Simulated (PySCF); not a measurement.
Ga(OH)2(SiH3) (GaH₅O₂Si), SMILES [OH][Ga]([OH])[SiH3].

Geometry: B3LYP-D3(BJ)/def2-SVP. The structure was generated by enumeration; whether it is a known compound was not checked. Other conformers were not sampled.

These are CAM-B3LYP/def2-TZVP (PySCF) values and carry that method's errors.

Gas-phase values at a fixed geometry.

Computed frontier levels, gap, dipole moment and polarisability:
The highest occupied level comes out as -9.79 eV, the lowest empty level is -0.07 eV and the orbital gap comes out as 9.72 eV. The dipole moment is 1.01 D and the quadrupole, principal values (traceless, Buckingham form, about the centre of nuclear charge) comes out as -12.74, 1.46, 11.28 D·Å. The mean static polarisability is 62.8 bohr³ (9.31 Å³). The polarisability, principal values is 50.4, 60.7, 77.4 bohr³.
